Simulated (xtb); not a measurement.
TaO2Cl, SMILES [O]=[Ta](=[O])[Cl], multiplicity 1. All values are semi-empirical tight-binding results from xtb (GFN2-xTB unless named), good for trends rather than for accurate numbers. The structure is a stationary point at GFN2-xTB. The multiplicity is an assumed one; other spin states were not compared.

Optimised geometry:

```xyz
4

Ta     0.2777     0.1668     0.0000
O      0.8130    -0.6140     1.4573
O      0.8130    -0.6140    -1.4573
Cl    -1.9575    -0.1384     0.0000
```
Charge 0, spin multiplicity 1.

For metal compounds this method's bond lengths and energies can be far off.

| Quantity | Value |
|---|---|
| point group as xtb finds it | Cs |
| orbital gap | 1.56 eV |
| zero-point energy | 3.2 kcal/mol |
| G − E(el) at 298.15 K (modified RRHO) | -16.3 kcal/mol |

Computed atomic charges and the Wiberg bond orders between heavy atoms:
charges (e) Ta1 1.06, O2 -0.48, O3 -0.48, Cl4 -0.10. Bond orders Ta1–O2 2.07, Ta1–O3 2.07, Ta1–Cl4 1.22.
